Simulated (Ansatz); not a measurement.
## Match the barriers

Saddle point of CH$_{4}$BrIn, closed shell (CH₄BrIn ([CH3][InH][Br]) → CH₃In ([CH3][In]) + HBr; bonds formed: Br2–H3; bonds broken: In1–Br2, In1–H3), PBE0-D4/def2-TZVP structure:

In1  (-0.945, -0.604, -0.240)
Br2  (0.815, -1.989, -2.168)
H3  (-0.899, -1.904, -1.488)
C4  (0.115, 0.931, 0.841)
H5  (-0.556, 1.462, 1.516)
H6  (0.922, 0.469, 1.414)
H7  (0.548, 1.633, 0.125)
(Å)

Ansatz 0.2.0; basis: def2-TZVPP, with def2-QZVPP for the basis limit; cores frozen in the correlated methods. Filled d shells of the heavier atoms are correlated. Core potentials replace the inner electrons of the atoms past krypton. The def2 sets are not built for correlating such inner shells, so the correlated values are less sure here. Extrapolation: Hartree–Fock as exp(−7.88 √X), correlation as X^−2.97. Four methods, as single points on the PBE0-D4 structures, gave these electronic barriers from the start structure: 31.36, 37.44, 46.10, 58.95 kcal/mol.

Task: The methods were, in alphabetical order, BHLYP-D4, HF, r2SCAN-D4, SPW92. Which gave which? (Judge from chemistry; the calculation decides.)

Result: The calculation gives: SPW92 31.36; r2SCAN-D4 37.44; BHLYP-D4 46.10; HF 58.95 kcal/mol. For comparison, CCSD(T) at an estimated basis limit (MP2 extrapolated from triple and quadruple zeta, plus CCSD(T) − MP2 in triple zeta) gives 43.08 kcal/mol.

The T1 diagnostic stays at or below 0.015. The restricted Hartree–Fock reference is unstable towards an unrestricted one at one or more of these structures.

Labels in which every atom is bracketed show which atoms are joined, not bond orders.

For scale, one of the runs: CCSD(T)/def2-TZVPP, 185 basis functions (an equivalent command: `ansatz run in.yaml --threads 4`). Time: 66 s of wall clock on 4 CPU threads; the host was shared. Peak host memory: 2.1 GiB.
